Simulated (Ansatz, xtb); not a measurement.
## ClFHSiSn−: 4 structures ranked

4 gas-phase structures of ClFHSiSn−, found in a search over its isomers (lower ones may exist). Each was relaxed with GFN2-xTB:

A. a singlet given by its coordinates
B. `[H]/[Sn-]=[Si](/F)Cl`, a singlet
C. `[H]/[Sn-]=[Si](\F)Cl`, a singlet
D. a triplet given by its coordinates

D (Å):

```xyz
5

Cl   -2.0072   -1.0633   -1.6045
F    -1.7428   -1.2310    1.2747
Si   -0.6519   -0.8003    0.1047
Sn    1.5186   -1.9553   -0.0243
H    -0.9317    0.6467    0.2318
```

Close contacts (Å): Cl1–Si3 2.20, F2–Si3 1.66, Si3–Sn4 2.46, Si3–H5 1.48.

A (Å):

```xyz
5

Cl    0.8536   -1.1372    2.4868
F    -1.8584   -0.7307   -2.0425
Si   -1.0208   -0.5221   -0.5899
Sn   -0.1796   -2.4437    0.5512
H    -1.1849    0.9454   -0.6246
```

Close contacts (Å): Cl1–Sn4 2.55, F2–Si3 1.69, Si3–Sn4 2.39, Si3–H5 1.48.

**Question.** Which do you expect lowest at r2SCAN-D4/def2-SVPD, and how would the others follow?

**Answer.** Calculated order at r2SCAN-D4/def2-SVPD: D (0.000), A (0.326), B (0.551), C (0.553) eV. Less than 1 kcal/mol parts B and C, so the order within that pair means little.

Energies above the lowest of each column, in eV; the last columns are at B3LYP-D3(BJ)/def2-SVPD geometries (a dash: not run or not comparable):

```tsv
structure	GFN2-xTB	HF/STO-3G	r2SCAN-D4/def2-SVPD	B3LYP-D3(BJ)/def2-SVPD	CCSD(T)/def2-SVPD + ΔMP2/def2-TZVPPD
D	–	0.000	0.000	0.000	0.000
A	0.000	1.014	0.326	0.145	0.306
B	0.350	1.535	0.551	0.528	–
C	0.238	1.535	0.553	0.524	–
```

Every level run on D puts it lowest or level with the lowest. Some further structures that were screened fall inside this span and aren't listed. Frequencies (B3LYP-D3(BJ)/def2-SVPD) were run for A, D alone. GFN2-xTB has no spin polarisation and isn't compared across spin states. Open shells are spin-unrestricted. Atoms past krypton carry core potentials in the def2 sets, without spin–orbit terms. ΔMP2 is the change of the MP2 energy from the smaller to the larger basis.

Programs: Ansatz 0.2.0, xtb 6.7.1.
